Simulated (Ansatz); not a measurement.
Calculated with Ansatz (gas phase, PBE0-D4/def2-TZVP geometries, no zero-point term in ΔE). CCSD(T)/CBS adds triple-zeta CCSD(T) − MP2 to the extrapolated MP2 energy (def2 sets, frozen cores). Functionals use def2-TZVPP. For Ga outer-core shells are correlated without core-valence functions, which leaves a few kJ/mol of doubt a bond. Scalar relativity is left out up to krypton. One conformer a species, not always the lowest.

`[CH3][GaH][CH3]` + `C#CBO` → `C#[C][GaH][CH3]` + `CBO`  (redistribution)

`[CH3][GaH][CH3]`:

```xyz
10

C     1.681    0.385   -0.029
Ga    0.028   -0.536    0.524
C    -1.697   -0.052   -0.298
H     2.068   -0.092   -0.936
H     2.462    0.330    0.730
H     1.492    1.433   -0.274
H     0.085   -1.664    1.628
H    -2.110    0.816    0.228
H    -2.432   -0.856   -0.230
H    -1.576    0.236   -1.345
```

`C#CBO`:

Cartesian coordinates in Å:
```
C -0.940 -1.315 0.832
C -0.452 -0.325 0.344
B 0.157 0.936 -0.269
O 1.302 0.887 -0.984
H -1.375 -2.186 1.266
H -0.360 2.004 -0.137
H 1.667 -0.001 -1.053
```

`C#[C][GaH][CH3]`:

Cartesian coordinates in Å:
```
C -0.027 0.191 2.730
C 0.281 0.263 1.562
Ga 0.752 0.370 -0.302
C -0.512 -0.381 -1.596
H -0.296 0.128 3.760
H 2.118 1.045 -0.655
H -1.503 0.053 -1.441
H -0.206 -0.211 -2.628
H -0.606 -1.458 -1.430
```

`CBO`:

```xyz
8

C    -0.369    0.762   -0.544
B     0.000   -0.506    0.285
O     1.263   -0.650    0.756
H     0.467    1.452   -0.674
H    -1.197    1.298   -0.066
H    -0.743    0.472   -1.532
H    -0.810   -1.368    0.521
H     1.389   -1.461    1.254
```

| level | ΔE (kcal/mol) | difference from CCSD(T)/CBS |
| --- | --- | --- |
| PBE0-D4 | -2.8 | 0.6 |
| r2SCANh-D4 | -3.0 | 0.4 |
| BLYP | -1.8 | 1.6 |
| PBE0 | -2.8 | 0.6 |
| BHLYP | -3.6 | -0.2 |
| HF/def2-TZVPP | -5.3 | -1.9 |
| SCS-MP2/def2-QZVPP | -3.8 | -0.4 |
| HF/CBS(def2) | -5.3 | -1.9 |
| MP2/CBS(def2) | -3.2 | 0.2 |
| CCSD/CBS(def2) | -3.6 | -0.2 |
| CCSD(T)/CBS | -3.4 | 0 |

Largest T1 diagnostic among the species: 0.015.

At CCSD(T), def2-SVP lies −1.2 kcal/mol from the extrapolated value and def2-TZVPP −0.7 kcal/mol. Leaving LDA and LC-ωPBE aside and taking each functional with its dispersion term where it has one, the values, not all of them listed here, spread over 2.1 kcal/mol, from ωB97X-V to BLYP-D4. From PBE to PBE0 (25 % exact exchange), in def2-TZVPP and without D4, ΔE moves by −1.0 kcal/mol.
